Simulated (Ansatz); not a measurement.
Species: CH2N, charge 0, doublet. CH2N (SMILES [CH]=N, doublet).
B3LYP-D3(BJ)/def2-TZVP minimum from Ansatz (an electronic-structure program):
```xyz
4

C     -0.6279     0.1446     0.0221
N      0.4930    -0.3265    -0.0316
H     -1.0237     1.1662     0.0980
H      1.3407     0.2518    -0.0099
```
Charge 0, spin multiplicity 2.

Total energies in hartree (Ansatz). UHF or UKS for unpaired electrons; spin-orbit terms are left out. Cores are frozen in correlated methods. No relativity. Where a partner has so few electrons that a lower coupled-cluster level is exact, that level stands in. The UHF reference of CH2N ([CH]=N, doublet) is spin-contaminated (<S^2> up to 0.08 over the pure value in the sets run).

| species | HF/cc-pVTZ | CCSD(T)/cc-pVTZ | HF/cc-pVQZ | CCSD(T)/cc-pVQZ | CCSDT(Q)/cc-pVTZ |
|---|---|---|---|---|---|
| 1: CH2N (SMILES [CH]=N, doublet) | -93.43109 | -93.80111 | -93.43815 | -93.82880 | -93.80292 |
| 2: C (triplet) | -37.69157 | -37.78076 | -37.69331 | -37.78654 | -37.78126 |
| 3: N (quartet) | -54.40069 | -54.51471 | -54.40372 | -54.52482 | -54.51507 |
| 4: H (doublet) | -0.49981 | -0.49981 | -0.49995 | -0.49995 | -0.49981 |

Work out the atomisation energy (electronic, to ground-state atoms) in kJ/mol: take Hartree-Fock from cc-pVQZ, extrapolate the CCSD(T) correlation energy as X^-3 (X = 3, 4), and add CCSDT(Q) - CCSD(T) in cc-pVTZ. 1 hartree = 2625.5 kJ/mol.


Species 1: correlation (64·(-0.39065) - 27·(-0.37002))/37 = -0.40570; step -0.00181; E1 = -93.43815 + (-0.40570) + (-0.00181) = -93.84566
Species 2: correlation (64·(-0.09323) - 27·(-0.08919))/37 = -0.09618; step -0.00050; E2 = -37.69331 + (-0.09618) + (-0.00050) = -37.78999
Species 3: correlation (64·(-0.12110) - 27·(-0.11402))/37 = -0.12627; step -0.00036; E3 = -54.40372 + (-0.12627) + (-0.00036) = -54.53035
Species 4: correlation (64·(0.00000) - 27·(0.00000))/37 = 0.00000; step +0.00000; E4 = -0.49995 + (0.00000) + (+0.00000) = -0.49995
-1·E1 +1·E2 +1·E3 +2·E4 = 0.52542 hartree = 1379.5 kJ/mol.
